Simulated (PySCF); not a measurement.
Species: C₆H₈O.
Atom-mapped SMILES: `[CH3:1][CH2:2][CH2:3][C:4]#[C:5][CH:6]=[O:7]` (hydrogens: H8, H9, H10 on C1; H11, H12 on C2; H13, H14 on C3; H15 on C6)

Structure optimised with GFN2-xTB, isolated species.

**Question.** List the bond lengths, angles and torsions at this level.

**Answer.** 
```
                bond  length (pm)   order
               C1–C2        152.3  single
               C2–C3        153.4  single
               C3–C4        144.2  single
               C4≡C5        120.6  triple
               C5–C6        142.3  single
               C6=O7        120.4  double
C1–H8, C1–H9, C1–H10        108.8  single
      C2–H11, C2–H12        109.2  single
      C3–H13, C3–H14        109.4  single
              C6–H15        111.0  single
```

Bonds in one row agree within 1 pm and their mean is given. Orders are formal, as drawn. A selection of angles:
```
     angle  degrees
  C2–C1–H8    110.8
  C2–C1–H9    110.3
  H8–C1–H9    108.5
  C1–C2–C3    111.8
 C1–C2–H11    109.8
 C3–C2–H11    108.6
H11–C2–H12    108.1
  C2–C3–C4    111.5
 C2–C3–H13    109.8
 C4–C3–H13    108.3
 C4–C3–H14    108.8
H13–C3–H14    108.0
  C3–C4–C5    178.8
  C4–C5–C6    179.3
  C5–C6–O7    125.6
 C5–C6–H15    112.6
 O7–C6–H15    121.7
```

Torsions: C1–C2–C3–C4 -64° (synclinal). The mirror-image conformer, all signs reversed, is as good.

Of the pairs four or more bonds apart, C4···H9 is among the closest relative to their van der Waals radii: 2.68 Å, 92 % of the sum of Bondi's values. The C–C distances run from 1.206 Å (C4≡C5, drawn triple) to 1.534 Å (C2–C3, drawn single), a spread of 0.328 Å.

Point group: C1 (no symmetry element, even within 0.4 Å). Whether it is a minimum is left open (no frequencies). One conformer, not necessarily the lowest.

All values are computed, not measured.
